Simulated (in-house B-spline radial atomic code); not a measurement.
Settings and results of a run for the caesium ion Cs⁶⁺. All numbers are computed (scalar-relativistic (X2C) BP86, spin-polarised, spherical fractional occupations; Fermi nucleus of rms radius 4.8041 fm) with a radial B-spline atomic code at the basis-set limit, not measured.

Command:
```bash
python run_scf.py task.json out
```
Settings (nuclear radius in fm, mass in u):
```
Z                55
configuration    [Kr] 4d10 5s2 5p1
hamiltonian      x2c
method           b88,p86
spin_polarised   True
nucleus          fermi
rms_radius       4.8041
atomic_mass      132.90545
speed_of_light   137.035999084
```

Output (hartree, bohr):
```
 radial grid: 68 intervals, B-splines of order 8, outer radius 21.6418 bohr

 iter        energy (Eh)    residual
    1       -7753.074703    1.12e+00
    2       -7768.903472    7.21e-01
    3       -7777.963221    1.68e-01
    4       -7778.473364    4.09e-02
    5       -7778.492019    2.06e-02
    6       -7778.499390    4.07e-03
    7       -7778.499569    1.36e-04
    8       -7778.499569    8.99e-06
    9       -7778.499569    2.21e-07

 total energy                     -7778.49957
 kinetic                            8285.8773
 electron-nucleus                 -18785.2942
 Hartree                            2913.9091
 exchange-correlation               -192.9917

 orbital      occ     eigenvalue          <r>       <r^2>       <1/r>       r_max
 1s up      1.000     -1315.8271    0.0254771 0.000890606     62.6359     0.01603
 1s down    1.000     -1315.8246     0.025477 0.000890604      62.636     0.01603
 2s up      1.000      -208.7300      0.11157   0.0147457      14.296     0.09477
 2s down    1.000      -208.7288      0.11157   0.0147456     14.2959     0.09477
 2p up      3.000      -187.7120    0.0978644   0.0117062     13.0816     0.07582
 2p down    3.000      -187.7099    0.0978646   0.0117063     13.0816     0.07582
 3s up      1.000       -45.5688     0.298695    0.102093      5.0654      0.2727
 3s down    1.000       -45.5667     0.298691    0.102089     5.06539      0.2727
 3p up      3.000       -38.7837     0.296588    0.102089     4.69986      0.2665
 3p down    3.000       -38.7812     0.296583    0.102085     4.69988      0.2666
 3d up      5.000       -28.7352     0.273493   0.0883704     4.42529      0.2204
 3d down    5.000       -28.7329     0.273486   0.0883647     4.42536      0.2204
 4s up      1.000       -10.7732     0.693384    0.542709      2.0561      0.6424
 4s down    1.000       -10.7681      0.69328    0.542464     2.05611      0.6425
 4p up      3.000        -8.5935     0.736622    0.617134     1.86908       0.672
 4p down    3.000        -8.5879     0.736266     0.61637     1.86959      0.6721
 4d up      5.000        -5.3949     0.826918    0.793102     1.60008      0.7186
 4d down    5.000        -5.3867     0.825184    0.789232     1.60261      0.7185
 5s up      1.000        -3.3868      1.57602     2.76544    0.846471       1.472
 5s down    1.000        -3.3402      1.57223     2.75499    0.850345       1.465
 5p up      1.000        -2.7872      1.74479     3.39532    0.752664       1.625
```

Time taken, with all properties: 0.32 s on 1 thread of Arm Neoverse V1, on a shared host.

One-electron X2C: radii and densities carry no picture-change correction, so inner-shell <1/r> comes out high (for 1s by about 2 % at Z = 33, 5 % at 54, 10 % at 75, 30 % at 118) and <r> low.
